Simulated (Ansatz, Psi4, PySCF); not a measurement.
CH5BO2 (SMILES CB(O)O), singlet, at a GFN2-xTB geometry, atoms displaced at random by about 0.08 Å a coordinate. Base run: PySCF with B3LYP/6-31G, gradient.

Here is a job for PySCF.
```python
from pyscf import gto, scf, dft

mol = gto.Mole()
mol.atom = '''
    B     0.00633896    0.12989842    0.08695463
    C    -1.25929621   -0.85062208   -0.11499721
    H    -1.00567491   -1.76970230   -0.70719096
    H    -2.05172991   -0.43481486   -0.62152774
    H    -1.52776147   -1.09214654    0.82905140
    O    -0.01922448    1.18242665   -0.62244716
    H    -0.62275664    1.81757079   -0.97977980
    O     1.28083715   -0.34875829    0.62770094
    H     1.22919824   -1.15912081    1.00157568
'''
mol.basis = '6-31g'
mol.verbose = 4
mol.build()

mf = dft.RKS(mol)
mf.xc = 'b3lyp'
mf.kernel()
g = mf.nuc_grad_method()
grad = g.kernel()
```

Programs used: Ansatz (a first-principles code), Psi4, PySCF; a row that names a program was run with it.

The coordinate followed is z of atom 2.

Variants of this job, named by their change:

| change | dE/dx (Eh/bohr) | net force (Eh/bohr) |
|---|---|---|
| base | 0.021194 | 0.000134 |
| grids.level = 0; grid_response = off | 0.021487 | 0.008524 |
| finite difference step (bohr) = 1e-5; conv_tol = 1e-11 | 0.021187 | - |
| density fitting = on | 0.021194 | 0.000134 |
| code = ansatz | 0.021197 | 0.000000 |
| grids.level = 5; grid_response = off | 0.021194 | 0.000005 |
| finite difference step (bohr) = 0.01; conv_tol = 1e-11 | 0.021210 | - |
| grids.level = 1; grid_response = on | 0.021303 | 0.000000 |
| grid_response = on | 0.021187 | 0.000000 |
| density fitting = on; auxbasis_response = off | 0.021299 | 0.001153 |
| code = psi4 | 0.021201 | 0.000074 |
| conv_tol = 1e-11 | 0.021194 | 0.000134 |

The net force is zero for an exact gradient.
